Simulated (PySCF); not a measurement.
Al(All)(Cl)(H) (C3H6AlCl), SMILES C=C[CH2][AlH][Cl]. Atoms are numbered in the order given.

```xyz
11

Al     0.6970     0.0103     0.4353
C     -0.2176    -1.7196     0.1699
C     -0.5857    -1.1284    -1.1434
C      0.2793    -0.8567    -2.1532
H     -1.0719    -1.9948     0.7972
H      0.5220    -2.5310     0.1050
H     -1.6009    -0.7192    -1.2264
H      1.3060    -1.2378    -2.1527
H     -0.0426    -0.3003    -3.0361
Cl    -0.4275     1.6891     1.0846
H      2.2376     0.1617     0.1756
```
Charge 0, spin multiplicity 1.

Geometry: B3LYP-D3(BJ)/def2-SVP. The structure was generated by enumeration; whether it is a known compound was not checked. One conformer was computed; it need not be the lowest.

The numbers are results of PBE/def2-TZVP (PySCF), not measurements.

Gas-phase values at a fixed geometry.

total energy: -820.17735 hartree
highest occupied level: -6.08 eV
lowest empty level: -1.72 eV
orbital gap: 4.36 eV
dipole moment: 2.17 D
quadrupole, principal values (traceless, Buckingham form, about the centre of nuclear charge): -5.28, -0.24, 5.52 D·Å
mean static polarisability: 76.8 bohr³ (11.39 Å³)
polarisability, principal values: 69.7, 71.2, 89.5 bohr³
